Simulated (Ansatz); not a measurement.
Reaction (formal loss of a carbene): `NC[SiH2]F` → `[CH2]` (triplet) + `N[SiH2]F`

Gas-phase electronic energies from Ansatz, PBE0-D4/def2-TZVP geometries. CCSD(T)/CBS is the MP2 limit (def2-TZVPP, def2-QZVPP) plus CCSD(T) − MP2 in def2-TZVPP, frozen cores. This one scheme is used for every species. Triplets are unrestricted, without spin–orbit coupling. One conformer a species, not always the lowest.

`NC[SiH2]F`:

Cartesian coordinates in Å:
```
N -1.048 0.628 -0.808
C 0.005 -0.371 -0.632
Si 0.566 -0.175 1.141
F 1.894 -1.036 1.414
H -0.659 1.560 -0.864
H -1.580 0.470 -1.653
H -0.433 -1.368 -0.736
H 0.836 -0.316 -1.350
H 0.895 1.251 1.404
H -0.478 -0.643 2.082
```

`[CH2]` (triplet):

```xyz
3

C    -0.166   -0.144   -0.167
H     0.574   -0.763    0.317
H    -0.408    0.907   -0.150
```

`N[SiH2]F`:

```xyz
7

N     0.564   -0.879    0.076
Si   -0.295    0.582    0.052
F    -1.327    0.731   -1.168
H     0.147   -1.737    0.395
H     1.346   -1.048   -0.535
H     0.675    1.689   -0.103
H    -1.110    0.663    1.283
```

```csv
species,CCSD(T)/CBS(def2) energy (Eh)
`NC[SiH2]F`,-485.29152
`[CH2]` (triplet),-39.09499
`N[SiH2]F`,-446.07709
```

Question: Work out ΔE.

Answer: ΔE = (-39.09499) + (-446.07709) − (-485.29152) = 0.11944 Eh = +74.9 kcal/mol.

Question: What do rigid-rotor, harmonic-oscillator terms from PBE0-D4/def2-TZVP frequencies (298.15 K, 1 bar) make of the CCSD(T)/CBS value? (An estimate is asked.)

Answer: Computed: ΔZPE = -7.0 kcal/mol, ΔH = +69.5 kcal/mol, ΔS = 160 J/(mol·K), ΔG = +58.1 kcal/mol. Open shells count their whole term as degenerate.

Largest T1 diagnostic among the species: 0.011.

Leaving LDA and LC-ωPBE aside and taking each functional with its dispersion term where it has one, the values, not all of them listed here, spread over 10.1 kcal/mol, from r2SCAN0-D4 to PBE-D4. LDA lies +16.4 kcal/mol from PBE without D4. From BLYP to BHLYP (50 % exact exchange), in def2-TZVPP and without D4, ΔE moves by −2.9 kcal/mol.
